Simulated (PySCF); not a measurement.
# One molecule, several mistakes: AlBH2NO cation

These are calculations, not measurements. The program is PySCF 2.14.0, an open-source quantum chemistry code, run on an isolated molecule that a program drew, which may never have been made. The molecule is AlBH2NO cation (charge +1, singlet), drawn as the SMILES string `[BH+][N]=[Al][OH]`.

Each row is a Hartree-Fock (HF) and frozen-core CCSD(T) single point in the cc-pV(D+d)Z basis, meant for a local HF minimum. Run 1 is clean. Each other run has one planted mistake out of seven kinds, and not every kind appears here: one electron removed, one electron added, multiplicity raised by two, geometry at a saddle point, minimal basis STO-3G, one bond length entered in bohr, all coordinates scaled. The reference is restricted for singlets and unrestricted otherwise, and also for a bond in bohr. Adding or removing an electron swaps singlet and doublet. Electrons count all cores. HOMO and LUMO are orbital energies over both spins, the gradient is its largest component, and the lowest frequency (negative if imaginary) is given only where the gradient is small. Bond lengths are over the 5 bonds as drawn. T1 is the CCSD diagnostic: over 0.02 (restricted) or 0.045 (unrestricted) a single reference is doubtful.

Geometry of the clean run:
```xyz
6
AlBH2NO cation, angstrom
B    -2.1492   -0.9762   -1.1273
N    -2.0616   -0.0160   -0.3056
Al   -1.9456    1.2535    0.7809
O    -1.8354    2.4593    1.8130
H    -2.2300   -1.8624   -1.8857
H    -1.7704    3.1733    2.4242
```

| run | electrons | basis functions | <S^2> | HOMO (eV) | LUMO (eV) | gradient (hartree/bohr) | lowest frequency (cm^-1) | mean bond (Å) | longest bond (Å) | T1 | HF (hartree) | CCSD(T) (hartree) | mistake |
|---|---|---|---|---|---|---|---|---|---|---|---|---|---|
| 1 | 34 | 75 | 0.000 | -17.50 | -4.05 | 1.0e-05 | 116 | 1.3288 | 1.675 | 0.0168 | -396.93906 | -397.42373 | no fault |
| 2 | 34 | 75 | 2.016 | -11.16 | -7.90 | 8.2e-02 | - | 1.3288 | 1.675 | 0.0225 | -396.76384 | -397.21513 | multiplicity raised by two |
| 3 | 34 | 75 | 0.715 | -17.41 | -4.32 | 2.0e-02 | - | 1.5369 | 2.210 | 0.0688 | -396.80381 | -397.28946 | one bond length entered in bohr |
| 4 | 34 | 26 | 0.000 | -14.91 | 0.84 | 6.9e-02 | - | 1.3288 | 1.675 | 0.0274 | -392.03315 | -392.23856 | minimal basis STO-3G |
| 5 | 33 | 75 | 0.756 | -24.57 | -13.92 | 8.8e-02 | - | 1.3288 | 1.675 | 0.0200 | -396.37338 | -396.80464 | ? |
| 6 | 34 | 75 | 0.000 | -18.31 | -3.72 | 8.1e-02 | - | 1.2478 | 1.573 | 0.0143 | -396.90203 | -397.37339 | ? |

**Which mistake was planted in run 5, and what did it cost?**

It counts 33 electrons, one fewer than the clean run, at the same geometry and basis. So the mistake is: one electron removed. Subtracting run 1 and multiplying by 627.51 kcal/mol a hartree, the energy moved by 355.0 kcal/mol in HF and 388.5 kcal/mol in CCSD(T).

**Which mistake was planted in run 6, and what did it cost?**

The mean and the longest bond both change by the same factor, 0.939, and the gradient is no longer small. So the mistake is: all coordinates scaled. Subtracting run 1 and multiplying by 627.51 kcal/mol a hartree, the energy moved by 23.2 kcal/mol in HF and 31.6 kcal/mol in CCSD(T).

Cautions from the logs. Run 3: T1 is over the limit, so its CCSD(T) energy is less reliable; run 4: T1 is over the limit, so its CCSD(T) energy is less reliable.
